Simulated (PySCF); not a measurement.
C₂H₅S, SMILES [CH2]SC, multiplicity 2. Geometry optimised at r2SCAN-D4/def2-TZVP. The isomer is the one that the SMILES or the coordinates give; other isomers of the formula were not compared.

Question: Give the equilibrium geometry at r2SCAN-D4/def2-TZVP (PySCF confirms it by a frequency run) as Cartesian coordinates in Å. (The exact figures need the calculation; the answer reports its results.)

Answer: 
```xyz
8

C      1.4265     0.0709    -0.2826
S     -0.0188    -0.3012     0.5356
C     -1.2511     0.3980    -0.5796
H      2.3522    -0.2524     0.1691
H      1.4239     0.6586    -1.1890
H     -1.1002     1.4730    -0.6862
H     -1.1996    -0.0875    -1.5549
H     -2.2286     0.2137    -0.1351
```
Charge 0, spin multiplicity 2.
